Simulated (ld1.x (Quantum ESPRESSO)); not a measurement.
# Ir (Z = 77): PAW pseudisation with LDA (PZ), scalar-relativistic reference atom.

Input for ld1.x (Quantum ESPRESSO) 7.5:

```
&input
   title='Ir', zed=77., rel=1, dft='PZ', iswitch=3,
   config='[Xe] 4f14 5d7 6s1.75 6p0.25',
   nld=3, rlderiv=3.90, eminld=-3.0, emaxld=5.0, deld=0.02
 /
 &inputp
   pseudotype=3, lpaw=.true., tm=.true., lloc=-2, rcloc=1.95,
   nlcc=.true., new_core_ps=.true.,
   which_augfun='PSQ', rmatch_augfun_nc=.true.,
   file_pseudopw='Ir.UPF', file_wfcaegen='ae.wfc', file_wfcncgen='nc.wfc', file_beta='beta', file_chi='chi', file_wfcusgen='us.wfc'
 /
6
6S  1  0   1.75   0.00  2.15  2.75  0.0
6S  1  0   0.00   4.45  2.15  2.75  0.0
6P  2  1   0.25   0.00  3.10  3.60  0.0
6P  2  1   0.00   1.40  3.10  3.60  0.0
5D  3  2   7.00   0.00  1.90  2.10  0.0
5D  3  2   0.00   0.45  1.90  2.10  0.0
 &test
   configts(1)='5d7 6s1.75 6p0.25'
 /
```

Command:

```bash
ld1.x < Ir.in > Ir.out
```

Resulting log (shortened: banner, matrices, multipoles, cross overlaps and the repeated all-electron block are left out):

```
Program LD1 v.7.5
     --------------------------- All-electron run ----------------------------

     Ir
     scalar relativistic calculation

     atomic number is 77.00
     dft =PZ   lsd =0 sic =0 latt =0  beta=0.20 tr2=1.0E-14
     Exchange-correlation= PZ
                           (   1   1   0   0   0   0   0)
     mesh =1277 r(mesh) = 100.10249 a.u. xmin = -7.00 dx = 0.01250
     1 Ry =  13.60569312 eV, c = 137.03599908

     n l     nl                  e(Ry)          e(Ha)          e(eV)
     1 0     1S 1( 2.00)     -5591.5512     -2795.7756    -76076.9299
     2 0     2S 1( 2.00)      -978.2733      -489.1366    -13310.0858
     2 1     2P 1( 6.00)      -850.1394      -425.0697    -11566.7360
     3 0     3S 1( 2.00)      -228.8094      -114.4047     -3113.1104
     3 1     3P 1( 6.00)      -191.3516       -95.6758     -2603.4717
     4 0     4S 1( 2.00)       -48.7916       -24.3958      -663.8440
     4 1     4P 1( 6.00)       -36.5032       -18.2516      -496.6519
     3 2     3D 1(10.00)      -150.0704       -75.0352     -2041.8116
     5 0     5S 1( 2.00)        -7.2614        -3.6307       -98.7970
     5 1     5P 1( 6.00)        -4.0736        -2.0368       -55.4243
     4 2     4D 1(10.00)       -21.4155       -10.7078      -291.3734
     4 3     4F 1(14.00)        -4.6337        -2.3168       -63.0442
     5 2     5D 1( 7.00)        -0.5752        -0.2876        -7.8263
     6 0     6S 1( 1.75)        -0.5106        -0.2553        -6.9467
     6 1     6P 1( 0.25)        -0.1201        -0.0600        -1.6334

     final scf error:  1.9E-15 reached in  28 iterations

     Etot =  -35634.906899 Ry,  -17817.453450 Ha, -484837.607736 eV

     Ekin =   39618.016627 Ry,   19809.008313 Ha,  539030.576367 eV
     Encl =  -88449.461908 Ry,  -44224.730954 Ha,-1203416.235618 eV
     Eh   =   13868.525528 Ry,    6934.262764 Ha,  188690.902407 eV
     Exc  =    -671.987146 Ry,    -335.993573 Ha,   -9142.850892 eV

     normalization and overlap integrals

     s(1S/1S) =  1.000000  <r> =   0.0174  <r2> =    0.0004  r(max) =   0.0108
     s(2S/2S) =  1.000000  <r> =   0.0736  <r2> =    0.0064  r(max) =   0.0620
     s(2P/2P) =  1.000000  <r> =   0.0663  <r2> =    0.0054  r(max) =   0.0514
     s(3S/3S) =  1.000000  <r> =   0.1906  <r2> =    0.0415  r(max) =   0.1749
     s(3P/3P) =  1.000000  <r> =   0.1914  <r2> =    0.0425  r(max) =   0.1749
     s(4S/4S) =  1.000000  <r> =   0.4236  <r2> =    0.2025  r(max) =   0.3990
     s(4P/4P) =  1.000000  <r> =   0.4508  <r2> =    0.2311  r(max) =   0.4195
     s(3D/3D) =  1.000000  <r> =   0.1733  <r2> =    0.0352  r(max) =   0.1414
     s(5S/5S) =  1.000000  <r> =   0.9766  <r2> =    1.0710  r(max) =   0.8880
     s(5P/5P) =  1.000000  <r> =   1.1329  <r2> =    1.4538  r(max) =   1.0062
     s(4D/4D) =  1.000000  <r> =   0.4787  <r2> =    0.2651  r(max) =   0.4247
     s(4F/4F) =  1.000000  <r> =   0.5352  <r2> =    0.3510  r(max) =   0.3940
     s(5D/5D) =  1.000000  <r> =   1.7143  <r2> =    3.5375  r(max) =   1.3083
     s(6S/6S) =  1.000000  <r> =   2.8653  <r2> =    9.3999  r(max) =   2.3838
     s(6P/6P) =  1.000000  <r> =   4.4520  <r2> =   23.5045  r(max) =   3.4253

     ------------------------ End of All-electron run ------------------------

     --------------------- Generating PAW atomic setup --------------------

      Generating local potential from pseudized AE potential:
      Matching radius rcloc =   1.9500
      Enforcing V''(0)=0 (lloc=-2)

      Local pseudo, rcloc= 1.927 Estimated cut-off energy=     8.75 Ry

      Computing core charge for nlcc:

       r > 1.20 : true rho core
      Core charge pseudized with two Bessel functions
      Integrated core pseudo-charge :  18.06
      Wfc-us  6S rcutus= 2.735  Estimated cut-off energy=     6.24 Ry
      Wfc-us  6S rcutus= 2.735  Estimated cut-off energy=    15.93 Ry
      Wfc-us  6P rcutus= 3.601  Estimated cut-off energy=     5.82 Ry
      Wfc-us  6P rcutus= 3.601  Estimated cut-off energy=    11.10 Ry
      Wfc-us  5D rcutus= 2.078  Estimated cut-off energy=    27.01 Ry
      Wfc-us  5D rcutus= 2.078  Estimated cut-off energy=    35.74 Ry

     Required augmentation: PSQ   radius:    3.600000

     Q pseudized with Bessel functions
     Expected ecutrho=     139.0102 due to l1=  2   l2=  2

     Estimated PAW energy = -700.703774 Ryd

     ------------------- End of pseudopotential generation -------------------

     Computing logarithmic derivative in   3.90581
     Computing logarithmic derivative in   3.90581
     Computing the partial wave expansion
     R is outside the sphere for l=    0 j= 0.00
     R is outside the sphere for l=    0 j= 0.00
     R is outside the sphere for l=    1 j= 0.00
     R is outside the sphere for l=    1 j= 0.00
     R is outside the sphere for l=    2 j= 0.00
     R is outside the sphere for l=    2 j= 0.00

     ---------------------- Testing the pseudopotential ----------------------

     Ir
     scalar relativistic calculation

     atomic number is 77.00   valence charge is  9.00
     dft = SLA  PZ   NOGX NOGC   lsd =0 sic =0 latt =0  beta=0.20 tr2=1.0E-14
     mesh =1277 r(mesh) = 100.10249 xmin = -7.00 dx = 0.01250

     n l     nl             e AE (Ry)        e PS (Ry)    De AE-PS (Ry)
     3 2     5D   1( 7.00)       -0.57522       -0.57522        0.00000
     1 0     6S   1( 1.75)       -0.51057       -0.51057        0.00000
     2 1     6P   1( 0.25)       -0.12005       -0.12005        0.00000

     eps = 3.0E-15  iter =  3

     Etot =  -35634.906899 Ry,  -17817.453450 Ha, -484837.607736 eV
     Etotps =  -700.703787 Ry,    -350.351893 Ha,   -9533.560695 eV

     Ekin =     104.456759 Ry,      52.228380 Ha,    1421.206612 eV
     Encl =    -170.504227 Ry,     -85.252114 Ha,   -2319.828195 eV
     Ehrt =      37.330821 Ry,      18.665410 Ha,     507.911691 eV
     Ecxc =    -671.987140 Ry,    -335.993570 Ha,   -9142.850804 eV
     (Ecc =     -37.131952 Ry,     -18.565976 Ha,    -505.205949 eV)

     ---------------------- End of pseudopotential test ----------------------
```

Generation and configuration tests took about 3.5 s on one core of a shared server CPU.

Transferability test of the new file with ld1.x, input:

```
&input
   title='Ir', zed=77., rel=1, dft='PZ', iswitch=2,
   config='[Xe] 4f14 5d7 6s1.75 6p0.25'
 /
 &test
   file_pseudo='Ir.UPF', nconf=10,
   configts(1)='5d7 6s1.75 6p0.25',
   configts(2)='5d7 6s2 6p0',
   configts(3)='5d7 6s1 6p0',
   configts(4)='5d7 6s0 6p0',
   configts(5)='5d8 6s0 6p0',
   configts(6)='5d7.5 6s1.5 6p0',
   configts(7)='5d7 6s0 6p2',
   configts(8)='5d8 6s1 6p0',
   configts(9)='5d7 6s1.75 6p0.25', lsdts(9)=1,
   configts(10)='5d7 6s2 6p0', lsdts(10)=1
 /
```

```bash
ld1.x < Ir.test.in > Ir.test.out
```

Pseudopotential blocks of its output, shortened (energy terms left out):

```
     ---------------------- Testing the pseudopotential ----------------------

     n l     nl             e AE (Ry)        e PS (Ry)    De AE-PS (Ry)
     3 2     5D   1( 7.00)       -0.57522       -0.57522        0.00000
     1 0     6S   1( 1.75)       -0.51057       -0.51057        0.00000
     2 1     6P   1( 0.25)       -0.12005       -0.12005        0.00000

     eps = 3.0E-15  iter =  3

     Etot =  -35634.906899 Ry,  -17817.453449 Ha, -484837.607732 eV
     Etotps =  -700.703787 Ry,    -350.351893 Ha,   -9533.560695 eV

     ---------------------- End of pseudopotential test ----------------------

          ---------------------- Testing the pseudopotential ----------------------

     n l     nl             e AE (Ry)        e PS (Ry)    De AE-PS (Ry)
     3 2     5D   1( 7.00)       -0.54068       -0.54065       -0.00003
     1 0     6S   1( 2.00)       -0.48448       -0.48448       -0.00000
     2 1     6P   1( 0.00)       -0.09933       -0.09933        0.00000

     eps = 7.0E-18  iter = 10

     Etot =  -35635.003759 Ry,  -17817.501879 Ha, -484838.925575 eV
     Etotps =  -700.800673 Ry,    -350.400337 Ha,   -9534.878901 eV
     dEtot_ae =      -0.096860 Ry
     dEtot_ps =      -0.096886 Ry,   Delta E=       0.000027 Ry

     ---------------------- End of pseudopotential test ----------------------

          ---------------------- Testing the pseudopotential ----------------------

     n l     nl             e AE (Ry)        e PS (Ry)    De AE-PS (Ry)
     3 2     5D   1( 7.00)       -1.14548       -1.14549        0.00001
     1 0     6S   1( 1.00)       -1.02283       -1.02292        0.00009
     2 1     6P   1( 0.00)       -0.54569       -0.54572        0.00003

     eps = 1.2E-16  iter = 11

     Etot =  -35634.255176 Ry,  -17817.127588 Ha, -484828.740598 eV
     Etotps =  -700.051802 Ry,    -350.025901 Ha,   -9524.689990 eV
     dEtot_ae =       0.651722 Ry
     dEtot_ps =       0.651985 Ry,   Delta E=      -0.000262 Ry

     ---------------------- End of pseudopotential test ----------------------

          ---------------------- Testing the pseudopotential ----------------------

     n l     nl             e AE (Ry)        e PS (Ry)    De AE-PS (Ry)
     3 2     5D   1( 7.00)       -1.81603       -1.81699        0.00096
     1 0     6S   1( 0.00)       -1.60789       -1.60848        0.00059
     2 1     6P   1( 0.00)       -1.04838       -1.04861        0.00023

     eps = 3.1E-17  iter =  7

     Etot =  -35632.943230 Ry,  -17816.471615 Ha, -484810.890654 eV
     Etotps =  -698.739139 Ry,    -349.369569 Ha,   -9506.830298 eV
     dEtot_ae =       1.963669 Ry
     dEtot_ps =       1.964648 Ry,   Delta E=      -0.000979 Ry

     ---------------------- End of pseudopotential test ----------------------

          ---------------------- Testing the pseudopotential ----------------------

     n l     nl             e AE (Ry)        e PS (Ry)    De AE-PS (Ry)
     3 2     5D   1( 8.00)       -0.99708       -0.99378       -0.00329
     1 0     6S   1( 0.00)       -0.94797       -0.94879        0.00082
     2 1     6P   1( 0.00)       -0.49776       -0.49871        0.00096

     eps = 7.6E-15  iter =  7

     Etot =  -35634.340439 Ry,  -17817.170219 Ha, -484829.900652 eV
     Etotps =  -700.134699 Ry,    -350.067349 Ha,   -9525.817858 eV
     dEtot_ae =       0.566460 Ry
     dEtot_ps =       0.569088 Ry,   Delta E=      -0.002628 Ry

     ---------------------- End of pseudopotential test ----------------------

          ---------------------- Testing the pseudopotential ----------------------

     n l     nl             e AE (Ry)        e PS (Ry)    De AE-PS (Ry)
     3 2     5D   1( 7.50)       -0.47586       -0.47476       -0.00110
     1 0     6S   1( 1.50)       -0.45629       -0.45654        0.00024
     2 1     6P   1( 0.00)       -0.08753       -0.08777        0.00024

     eps = 6.8E-15  iter = 11

     Etot =  -35635.022705 Ry,  -17817.511353 Ha, -484839.183361 eV
     Etotps =  -700.819159 Ry,    -350.409580 Ha,   -9535.130413 eV
     dEtot_ae =      -0.115807 Ry
     dEtot_ps =      -0.115372 Ry,   Delta E=      -0.000435 Ry

     ---------------------- End of pseudopotential test ----------------------

          ---------------------- Testing the pseudopotential ----------------------

     n l     nl             e AE (Ry)        e PS (Ry)    De AE-PS (Ry)
     3 2     5D   1( 7.00)       -0.78066       -0.78100        0.00034
     1 0     6S   1( 0.00)       -0.65814       -0.65828        0.00014
     2 1     6P   1( 2.00)       -0.22001       -0.22003        0.00002

     eps = 5.7E-16  iter =  9

     Etot =  -35634.181250 Ry,  -17817.090625 Ha, -484827.734773 eV
     Etotps =  -699.977872 Ry,    -349.988936 Ha,   -9523.684113 eV
     dEtot_ae =       0.725649 Ry
     dEtot_ps =       0.725915 Ry,   Delta E=      -0.000266 Ry

     ---------------------- End of pseudopotential test ----------------------

          ---------------------- Testing the pseudopotential ----------------------

     n l     nl             e AE (Ry)        e PS (Ry)    De AE-PS (Ry)
     3 2     5D   1( 8.00)       -0.41511       -0.41327       -0.00184
     1 0     6S   1( 1.00)       -0.42929       -0.43007        0.00078
     2 1     6P   1( 0.00)       -0.07621       -0.07684        0.00063

     eps = 1.3E-15  iter = 14

     Etot =  -35635.024064 Ry,  -17817.512032 Ha, -484839.201848 eV
     Etotps =  -700.819376 Ry,    -350.409688 Ha,   -9535.133367 eV
     dEtot_ae =      -0.117165 Ry
     dEtot_ps =      -0.115589 Ry,   Delta E=      -0.001576 Ry

     ---------------------- End of pseudopotential test ----------------------

          ---------------------- Testing the pseudopotential ----------------------

     n l     nl             e AE (Ry)        e PS (Ry)    De AE-PS (Ry)
     3 2     5D   1( 5.00)       -0.62424       -0.62392       -0.00031
     1 0     6S   1( 1.00)       -0.54076       -0.54073       -0.00003
     2 1     6P   1( 0.25)       -0.13409       -0.13409        0.00000
     3 2     5D   2( 2.00)       -0.50333       -0.50401        0.00068
     1 0     6S   2( 0.75)       -0.46632       -0.46645        0.00013
     2 1     6P   2( 0.00)       -0.09896       -0.09895       -0.00001

     eps = 8.2E-15  iter = 16

     Etot =  -35635.003935 Ry,  -17817.501968 Ha, -484838.927980 eV
     Etotps =  -700.800125 Ry,    -350.400063 Ha,   -9534.871445 eV
     dEtot_ae =      -0.097036 Ry
     dEtot_ps =      -0.096338 Ry,   Delta E=      -0.000698 Ry

     ---------------------- End of pseudopotential test ----------------------

          ---------------------- Testing the pseudopotential ----------------------

     n l     nl             e AE (Ry)        e PS (Ry)    De AE-PS (Ry)
     3 2     5D   1( 5.00)       -0.58973       -0.58930       -0.00044
     1 0     6S   1( 1.00)       -0.51013       -0.51011       -0.00002
     2 1     6P   1( 0.00)       -0.10880       -0.10881        0.00002
     3 2     5D   2( 2.00)       -0.47646       -0.47699        0.00053
     1 0     6S   2( 1.00)       -0.45277       -0.45285        0.00008
     2 1     6P   2( 0.00)       -0.08893       -0.08891       -0.00002

     eps = 3.8E-16  iter = 11

     Etot =  -35635.088408 Ry,  -17817.544204 Ha, -484840.077293 eV
     Etotps =  -700.884634 Ry,    -350.442317 Ha,   -9536.021248 eV
     dEtot_ae =      -0.181509 Ry
     dEtot_ps =      -0.180847 Ry,   Delta E=      -0.000662 Ry

     ---------------------- End of pseudopotential test ----------------------
```
